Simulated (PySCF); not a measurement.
2-fluorobut-1-ene (C₄H₇F), SMILES FC(CC)=C.

Geometry optimised at TPSSh-D3(BJ)/def2-SVP. The values are those of a single conformer.

Two levels are set side by side: TDA-PBE/def2-SVPD (PySCF) and TDA-B3LYP/def2-SVPD (PySCF). Vertical, same geometry. The lowest singlet is HOMO→LUMO+1 89 % with PBE and HOMO→LUMO+1 77 %, HOMO→LUMO 20 % with the other functional; states are paired by order. Differences are taken from unrounded values.

```
quantity                               TDA-B3LYP
-------------------------------------  ---------
lowest singlet excitation (eV)              6.63
lowest triplet excitation (TDA) (eV)        4.41
first bright state (f over 0.05) (eV)       7.41
its oscillator strength                     0.16
```

Task: What does TDA-PBE give, and how far is it from TDA-B3LYP? (An estimate is asked for; the answer gives what the named calculation found.)

Result: 
```json
[
 {"quantity": "lowest singlet excitation (eV)", "TDA-PBE": "6.21", "TDA-PBE minus TDA-B3LYP": "-0.42"},
 {"quantity": "lowest triplet excitation (TDA) (eV)", "TDA-PBE": "4.44", "TDA-PBE minus TDA-B3LYP": "0.03"},
 {"quantity": "first bright state (f over 0.05) (eV)", "TDA-PBE": "7.26", "TDA-PBE minus TDA-B3LYP": "-0.15"},
 {"quantity": "its oscillator strength", "TDA-PBE": "0.13", "TDA-PBE minus TDA-B3LYP": "-0.03"}
]
```

Functionals without exact exchange tend to place singlet excitations lower, as here. Differences between two approximate levels are no errors against the true value.

Rough cost on one machine, each run with all the roots and properties that it gave: TDA-B3LYP against TDA-PBE about 2 times.
